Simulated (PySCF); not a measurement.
Sn(H)2(Me)2 (C2H8Sn), SMILES [SnH2]([CH3])[CH3].

Geometry: B3LYP-D3(BJ)/def2-SVP. The def2 effective core potentials stand for the cores of Sn; spin–orbit coupling is left out.

All values below come from PBE0/def2-TZVP (PySCF).

Gas-phase values at a fixed geometry.

**Question.** Estimate the frontier levels, gap, dipole moment and polarisability. (The exact figures need the calculation; the answer reports its results.)

**Answer.** 
```json
{
 "highest_occupied_level": "-7.99 eV",
 "lowest_empty_level": "0.47 eV",
 "orbital_gap": "8.46 eV",
 "dipole_moment": "0.74 D",
 "quadrupole, principal values (traceless, Buckingham form, about the centre of nuclear charge)": "-0.62, -0.38, 1.01 D·Å",
 "mean_static_polarisability": "67.4 bohr³ (9.99 Å³)",
 "polarisability_principal_values": "60.1, 67.0, 75.1 bohr³"
}
```
